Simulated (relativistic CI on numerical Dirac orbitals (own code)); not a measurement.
**V³⁺ in a cubic cluster: 3s photoemission with charge transfer**

Computed with a charge-transfer multiplet model of a cubic metal-ligand cluster with up to 2 ligand holes, Slater and spin-orbit integrals from Dirac-Coulomb-Breit ions, Slater integrals scaled by 0.8. The ground state mixes d2 with configurations of k ligand holes L, whose averages lie at kΔ + k(k − 1)U_dd/2; a core hole lowers each added d electron by U_cd. 300 K, Lorentzian 1.4 eV and Gaussian 0.8 eV FWHM.

Atomic integrals in eV (Slater integrals scaled, ζ unscaled), ground: F2dd 8.057, F4dd 5.049, zeta_d 0.024; with the core hole: F2dd 8.913, F4dd 5.621, zeta_d 0.030, G2cd 8.943.

Cluster parameters (eV): Δ = 2.3, U_cd = 6.6, 10Dq = 0.65, 10Dq(ligand) = 0.9, V(eg) = 2.4, V(t2g) = -1.11, final-state hopping factor = 0.8.

| Case | n_d | d2 | d3L | d4L2 | S |
| --- | --- | --- | --- | --- | --- |
| U_dd = 4.4 eV | 2.72 | 0.39 | 0.50 | 0.11 | 1.00 |
| U_dd = 5.8 eV | 2.68 | 0.41 | 0.50 | 0.09 | 1.00 |
| U_dd = 6.5 eV | 2.67 | 0.42 | 0.50 | 0.08 | 1.00 |

Weights, n_d and S are thermal averages at 300 K. Binding energies count from the first peak over 30 % of the highest in each spectrum, which can be another peak from case to case. The parameters are a model scan and need not match a compound or its usual spin state. Peaks in eV (height, largest 100):
- U_dd = 4.4 eV: 0.0 (100), 4.5 (50), 7.3 (54), 15.3 (14)
- U_dd = 5.8 eV: 0.0 (100), 4.7 (49), 7.2 (49), 9.3 (22), 15.3 (12)
- U_dd = 6.5 eV: 0.0 (100), 4.7 (49), 7.1 (46), 9.6 (20), 15.4 (11)

For the case U_dd = 5.8 eV, Δ = 2.3 eV is smaller than U_dd = 5.8 eV, the charge-transfer side of the Zaanen-Sawatzky-Allen scheme. With the core hole the average of the configuration with one ligand hole lies at Δ − U_cd = -4.3 eV before mixing: the effective hopping of about 3.9 eV (from the holes of the mixed ground state) is comparable with this gap or larger, so the configurations mix strongly.

With at most 2 ligand holes the space is cut while the next configuration still counts, so covalency is underestimated, and a final configuration with one more ligand hole, which can lie low, is missing from the spectra.

Without intra-shell correlation the exchange splitting of the 3s hole comes out too large.
